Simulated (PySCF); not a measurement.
Spectroscopy problems

PySCF calculation with NMR shieldings at PBE0/pcSseg-1/GIAO and GFN2-xTB structure; gas phase, relativity neglected, equivalent nuclei averaged, one conformer.

Referencing at the same level of theory: ¹H, ¹³C vs TMS. Splittings of carbon signals by F and P are missing where no couplings were computed. Where no couplings were computed, multiplicities follow the n + 1 count of equivalent neighbours, and m marks all less simple cases (inequivalent or close neighbours, rings, F or P nearby). Shifts are as computed. Against solution values, carbons near 30 ppm lie about +3 ppm off and those near 130 ppm about +5 ppm. Of 1211 compounds with measured shifts, 218 miss one by over three times the rms of a fit or turn the order of signals round; such compounds aren't used in these exercises.

Task: C₅H₉F₃O. ¹H NMR (500 MHz, computed): δ 4.00 (m, 2H), 3.57 (sept, 1H), 1.26 (d, 6H). ¹³C{¹H} NMR (computed): δ 134.1 (C), 79.8 (CH), 73.2 (CH2), 25.3 (CH3). Identify the compound.

Result: `O(C(C)C)CC(F)(F)F`. Rings plus π bonds: 0. 4 carbon signals for 5 carbons: some carbons are equivalent by symmetry or fast rotation. Carbon types of the structure: 1 × C, 1 × CH, 1 × CH2, 2 × CH3, which accounts for all hydrogens. δC 134.1: CF3 carbon; 3 electronegative neighbours deshield it. δC 79.8: sp3 CH bonded to O; pulled downfield by the heteroatom. δC 73.2: sp3 CH2 bonded to O; pulled downfield by the heteroatom. δC 25.3: methyl carbon; saturated and bonded to C and H only.

The shifts were computed for this structure.

Task: C₇H₇F. ¹H NMR (300 MHz, computed): δ 7.01 (m, 2H), 6.98 (m, 2H), 4.78 (m, 1H), 3.50 (m, 2H). ¹³C{¹H} NMR (computed): δ 149.3 (CH), 147.7 (CH), 119.0 (CH), 57.6 (CH). Identify the compound.

Result: `C1=C[C@H]2[C@@H](F)[C@@H]1C=C2`. Rings plus π bonds: 4 (2 rings in the answer). 4 carbon signals for 7 carbons: some carbons are equivalent by symmetry or fast rotation. Carbon types of the structure: 7 × CH, which accounts for all hydrogens. δC 149.3, 147.7: alkene CH; the olefinic region. δC 119.0: sp3 CH bonded to F; deshielded by the electronegative neighbour. δH 7.01, 6.98: hydrogen on an alkene CH; attached to an sp2 carbon and in the plane of the double bond. δH 4.78: hydrogen on an sp3 CH bonded to F; its carbon carries F, hence the downfield position.

The data come from this structure; uniqueness wasn't tested.

Task: C₆H₈O₅. ¹H NMR (500 MHz, computed): δ 4.95 (m, 1H), 4.56 (m, 1H), 3.78 (s, 3H), 1.48 (d, 3H). ¹³C{¹H} NMR (computed): δ 158.8 (C), 157.7 (C), 104.5 (CH), 78.2 (CH), 58.2 (CH3), 20.0 (CH3). Identify the compound.

Result: SMILES CO[C@@H]1OC(=O)C(=O)O[C@H]1C. Rings plus π bonds: 3 (1 ring in the answer). 6 carbon signals for 6 carbons: no two carbons are equivalent. Carbon types of the structure: 2 × C, 2 × CH, 2 × CH3, which accounts for all hydrogens. δC 158.8, 157.7: ester carbonyl carbon; it is a carbonyl in resonance with an O or N lone pair, the region of acids, esters and amides. δC 104.5: sp3 carbon bearing two oxygens; 2 electronegative neighbours deshield it. δC 78.2: sp3 CH bonded to O; deshielded by the electronegative neighbour. δC 20.0: methyl carbon; a saturated carbon with 1 carbon neighbour and no heteroatom attached.

The shifts were computed for this structure.
